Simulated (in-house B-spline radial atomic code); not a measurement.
Radial electron density of the strontium ion Sr³⁺, [Ar] 3d10 4s2 4p5. Computed with a B-spline radial code for spherical atoms: scalar-relativistic (X2C) HSE06, spin-polarised, spherical fractional occupations, exact exchange averaged over the configuration, Fermi nucleus of rms radius 4.224 fm.

One-electron X2C: radii and densities carry no picture-change correction, so inner-shell <1/r> comes out high (for 1s by about 2 % at Z = 33, 5 % at 54, 10 % at 75, 30 % at 118) and <r> low.

Columns: r (bohr), 4πr²n(r) (electrons per bohr), bar.

```
  0.0014    1.401 #
  0.0017    1.942 #
 0.00207    2.693 ##
 0.00252    3.713 ###
 0.00307    5.091 ####
 0.00373    6.895 #####
 0.00454    9.272 #######
 0.00552     12.3 #########
 0.00671    16.06 ############
 0.00817    20.65 ################
 0.00993     25.9 ####################
  0.0121     31.7 ########################
  0.0147    37.44 #############################
  0.0179     42.6 #################################
  0.0217    46.22 ###################################
  0.0265    47.71 #####################################
  0.0322    46.66 ####################################
  0.0391    43.72 ##################################
  0.0476    40.51 ###############################
  0.0579    39.42 ##############################
  0.0704    42.24 ################################
  0.0857    48.67 #####################################
   0.104    55.29 ##########################################
   0.127    57.42 ############################################
   0.154    52.24 ########################################
   0.188    42.06 ################################
   0.228    34.41 ##########################
   0.277    34.07 ##########################
   0.337    39.04 ##############################
    0.41     41.4 ################################
   0.499    35.64 ###########################
   0.607    24.22 ###################
   0.739    13.85 ###########
   0.899    8.637 #######
    1.09    7.301 ######
    1.33    6.534 #####
    1.62    4.725 ####
    1.97    2.522 ##
    2.39    0.964 #
    2.91   0.2455 
    3.54  0.04007 
    4.31 0.003668 
    5.24 0.0001845
```

On this grid the curve has 3 maxima, near 0.0265, 0.127, 0.41 bohr.

The 4p up radial function P(r) = rR(r), positive near the nucleus:

| r (bohr) | P |
| --- | --- |
| 0.00207 | 0.001274 |
| 0.00307 | 0.002563 |
| 0.00454 | 0.005145 |
| 0.00671 | 0.01028 |
| 0.00993 | 0.02032 |
| 0.0147 | 0.0393 |
| 0.0217 | 0.07281 |
| 0.0322 | 0.1278 |
| 0.0476 | 0.2024 |
| 0.0704 | 0.2734 |
| 0.104 | 0.276 |
| 0.154 | 0.1197 |
| 0.228 | -0.1999 |
| 0.337 | -0.4517 |
| 0.499 | -0.2828 |
| 0.739 | 0.3248 |
| 1.09 | 0.8591 |
| 1.62 | 0.8319 |
| 2.39 | 0.3995 |
| 3.54 | 0.08462 |
| 5.24 | 0.005801 |
